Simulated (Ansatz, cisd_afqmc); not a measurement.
System: Bi, charge 0, quartet.

Total energies in def2-SVPD, 5 correlated electrons, 9 frozen orbitals. Radicals and triplets start from unrestricted determinants; spin-orbit coupling is neglected. Cores are frozen in correlated methods (noble-gas shells, and filled d and f shells in the p block). Past Kr the def2 sets carry scalar-relativistic core potentials. AFQMC is phaseless with a CISD trial state; ± is one standard error, without the phaseless bias. Outlying blocks are dropped, and bars are widened where a walk drifts. Over all cases where full CI ran beside it in this data, AFQMC minus full CI had a median of +0.1 mEh and passed +0.4 mEh in a tenth of the cases. Spin-orbit terms, left out, reach several kcal/mol for Br and I, and more for heavier atoms.

```tsv
method	program	energy (Eh)	minus CCSDTQ (mEh)
HF	Ansatz	-213.59123	49.33
MP2	Ansatz	-213.62962	10.93
CCSD	Ansatz	-213.63981	0.75
CCSD(T)	Ansatz	-213.64037	0.19
CCSDT(Q)	Ansatz	-213.64055	0.01
CCSDTQ	Ansatz	-213.64056	0.00
AFQMC/CISD	cisd_afqmc	-213.6405 ± 0.0001	0.0 ± 0.1
```

Ansatz is a program for electronic structure.
